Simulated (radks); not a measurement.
Initial-state core-level shifts of neutral lutetium when its valence configuration changes from [Xe] 4f14 5d1 6s2. Method: scalar-relativistic Kohn-Sham, PBE, spin-unpolarised, spherical densities, finite nucleus; Fermi nuclear charge, rms radius 5.37 fm; computed with a radial shooting solver on a logarithmic mesh with Libxc functionals. Shifts are changes of the shell-averaged eigenvalues in eV (positive: less bound); the change of the density at the nucleus, which sets a Mossbauer isomer shift, is in e/bohr^3, on a base of 1.177e+06.

valence                    1s       2s       3d       4p  density at nucleus
4f14 5d1 6s1 6p1       -1.467   -1.450   -1.445   -1.450               -43.1
4f13 5d2 6s2           -7.521   -8.100   -8.921   -8.397               +59.0
4f14 5d1 6s1.5 6p0.5   -0.747   -0.738   -0.736   -0.738               -20.7
4f14 6s2 6p1           -3.048   -3.113   -3.078   -3.097               +17.8
4f13.5 5d1 6s2 6p0.5   -5.216   -5.525   -5.899   -5.679               +37.9
4f13 5d1 6s2 6p1      -10.909  -11.567  -12.358  -11.841               +79.7
4f14 6s1 6p2           -4.543   -4.597   -4.552   -4.578               -32.2
4f14 5d2 6s1           +0.857   +0.921   +0.908   +0.919               -50.2
4f14 5d0.5 6s1 6p1.5   -2.932   -2.946   -2.924   -2.940               -38.1
